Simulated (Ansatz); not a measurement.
H6Mo, SMILES [MoH6-], charge -1, multiplicity 2.

Coordinates come from a r2SCAN-D4/def2-TZVPD optimisation. A frequency run showed that this geometry is not a minimum. The spin state was assumed, not searched. The def2 effective core potentials stand for the cores of Mo; spin–orbit coupling is left out.

Two levels are set side by side: PBE/def2-TZVPD (Ansatz, a first-principles code) and PBE0/def2-TZVPD (Ansatz). Energy differences of separate SCF runs at the same geometry; the states with an electron removed or added have multiplicity 1. Differences are taken from unrounded values.

| quantity | PBE0 | PBE | PBE minus PBE0 |
|---|---|---|---|
| vertical ionisation energy (eV) | 2.53 | 2.46 | -0.08 |
